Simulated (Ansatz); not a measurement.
One geometry of `O=P(O)(O)CCCCc1ccc(-c2ccc(-c3cccs3)s2)s1`, several levels of theory.

```yaml
crystal:
  periodic: [false, false, false]
  atoms:
    - {symbol: O, position_ang: [-6.556386, 0.761735, -3.149348]}
    - {symbol: P, position_ang: [-5.864847, 0.299263, -1.915042]}
    - {symbol: O, position_ang: [-6.627372, 0.694344, -0.527984]}
    - {symbol: O, position_ang: [-5.712373, -1.326932, -1.846214]}
    - {symbol: C, position_ang: [-4.196416, 0.899728, -1.593354]}
    - {symbol: C, position_ang: [-3.653801, 0.743003, -0.168827]}
    - {symbol: C, position_ang: [-3.505672, -0.699632, 0.307494]}
    - {symbol: C, position_ang: [-2.857932, -0.798604, 1.697393]}
    - {symbol: C, position_ang: [-1.486097, -0.206756, 1.780523]}
    - {symbol: C, position_ang: [-1.041589, 0.851662, 2.546115]}
    - {symbol: C, position_ang: [0.329710, 1.160792, 2.356172]}
    - {symbol: C, position_ang: [0.950395, 0.341221, 1.425495]}
    - {symbol: C, position_ang: [2.321988, 0.378009, 0.979050]}
    - {symbol: C, position_ang: [3.237121, 1.417011, 1.100473]}
    - {symbol: C, position_ang: [4.504399, 1.117297, 0.555970]}
    - {symbol: C, position_ang: [4.584605, -0.156170, 0.005695]}
    - {symbol: C, position_ang: [5.720098, -0.783710, -0.628383]}
    - {symbol: C, position_ang: [7.057451, -0.419000, -0.543592]}
    - {symbol: C, position_ang: [7.912531, -1.251600, -1.310924]}
    - {symbol: C, position_ang: [7.233421, -2.251573, -1.971477]}
    - {symbol: S, position_ang: [5.537956, -2.170191, -1.672781]}
    - {symbol: S, position_ang: [3.065167, -0.991904, 0.194981]}
    - {symbol: S, position_ang: [-0.191477, -0.818056, 0.789672]}
    - {symbol: H, position_ang: [-7.566611, 0.856907, -0.705457]}
    - {symbol: H, position_ang: [-6.245208, -1.718707, -2.555774]}
    - {symbol: H, position_ang: [-3.545199, 0.396070, -2.329920]}
    - {symbol: H, position_ang: [-4.226378, 1.965513, -1.879264]}
    - {symbol: H, position_ang: [-4.310183, 1.294171, 0.527719]}
    - {symbol: H, position_ang: [-2.668280, 1.239302, -0.128821]}
    - {symbol: H, position_ang: [-2.901494, -1.271815, -0.421669]}
    - {symbol: H, position_ang: [-4.488993, -1.196381, 0.340150]}
    - {symbol: H, position_ang: [-2.831850, -1.860142, 2.003502]}
    - {symbol: H, position_ang: [-3.488691, -0.277192, 2.438358]}
    - {symbol: H, position_ang: [-1.697116, 1.384541, 3.239483]}
    - {symbol: H, position_ang: [0.862505, 1.944803, 2.897892]}
    - {symbol: H, position_ang: [2.975626, 2.380263, 1.543528]}
    - {symbol: H, position_ang: [5.338108, 1.821937, 0.528156]}
    - {symbol: H, position_ang: [7.402894, 0.411767, 0.075574]}
    - {symbol: H, position_ang: [8.996162, -1.128014, -1.366528]}
    - {symbol: H, position_ang: [7.633803, -3.032956, -2.618035]}
basis:
  gaussian: {orbitals: def2-TZVP, fitting: {mean_field: def2-universal-jkfit}}
magnetization: {spin_polarized: true, initial_magnetization: 2}
hamiltonian: {xc: pbe0, dispersion: d4}
scf: {omitted_lower_state_checks: [starts]}
output: {orbitals: {seedname: orbitals}}
```

The file start.molden holds the orbitals of an earlier run on this structure, at another level or in another basis.

```sh
$ ansatz run in.yaml --threads 2 --pin off --events-out ev --progress --plain --max-ram 32768MiB --backend cuda --devices 0, --max-vram 18GiB
```

Output, abridged:

```
Functional definition: PBE0
2249 factors; integrals over basis functions are off by at most 8.8e-1 eV
mean field evaluation 1: about -64728.2255 eV, gradient 1.0e2 eV
mean field evaluation 2: about -64633.6119 eV, gradient 1.7e2 eV
mean field evaluation 4: about -64770.5792 eV, gradient 2.5e1 eV
mean field evaluation 8: about -64774.6095 eV, gradient 9.9e-1 eV
mean field evaluation 16: about -64774.6308 eV, gradient 1.8e-2 eV
mean field evaluation 32: about -64774.6308 eV, gradient 7.5e-5 eV
mean field -64774.63082004 eV, -2380.4237768148 hartree, gradient 2.9e-5 eV, S^2 2.035001; 0 other end points of the search recorded, 0 dependent functions left out
reference -64774.63088429 eV, -2380.4237791758 hartree; 101, 99 occupied and 738, 740 virtual orbitals, 2249 factors
Total energy: -64776.03436583 eV, -2380.4753561712 hartree
Checks for a lower state left out: starts
```

Run time 23 s (2 threads of AMD EPYC 7R13 on a shared host and a share (18 GiB) of an NVIDIA H100 80GB HBM3), peak host memory 1.5 GiB.

As the first input, with `gaussian: {orbitals: def2-TZVP, fitting: {mean_field: def2-universal-jkfit}, initial_orbitals: start.molden}`, `hamiltonian: {xc: pbe, dispersion: d4}` (abridged; 12 s):

```
Functional definition: PBE
mean field -64769.98156877 eV, -2380.2529199819 hartree, gradient 2.0e-5 eV, S^2 2.008079
Total energy: -64771.61118851 eV, -2380.3128074027 hartree
Checks for a lower state left out: starts
```

Geometry: r2SCAN-D4/def2-SVP, that of the neutral singlet.

Single mean-field runs in def2-TZVP are fitted with def2-universal-jkfit. At PBE0-D4/def2-TZVP a singlet of charge 0 lies 2.14 eV below the triplet at the same geometry.
